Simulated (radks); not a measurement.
Results of a calculation; reference values are marked as such.
The sulfur anion S2-, [Ar], held by a Watson sphere: a shell of charge +2 at radius R that stands for the Madelung well of a crystal (potential energy -2/R inside, -2/r outside, in hartree with lengths in bohr). Code: a radial shooting solver on a logarithmic mesh with Libxc functionals. Model: scalar-relativistic Kohn-Sham, LB94 model potential, spin-polarised, spherical densities, point nucleus. Response by self-consistent Sternheimer equations with the Hartree and adiabatic LDA kernel, the relativistic mass of each level held fixed and spin-orbit coupling left out. The sphere does not respond.

\begin{tabular}{lrrrrrrr}
R (bohr) & e(2p) (eV) & e(3s) (eV) & e(3p) (eV) & <r> 3p (bohr) & sum of <r^2> (bohr^2) & X-ray form factor at sin(theta)/lambda = 0.3 1/angstrom & alpha (bohr^3) \\ \hline
1.96 & -168.59 & -22.933 & -13.005 & 2.062 & 39.19 & 9.061 & 22.77 \\
2.75 & -167.63 & -20.272 & -10.878 & 2.253 & 46.10 & 9.018 & 35.43 \\
2.96 & -167.32 & -19.676 & -10.338 & 2.295 & 47.76 & 9.024 & 39.70 \\
3.43 & -166.56 & -18.493 & -9.214 & 2.378 & 51.16 & 9.041 & 50.63 \\
3.85 & -165.88 & -17.589 & -8.317 & 2.440 & 53.89 & 9.052 & 62.00 \\
3.93 & -165.75 & -17.431 & -8.158 & 2.451 & 54.38 & 9.053 & 64.34 \\
\end{tabular}
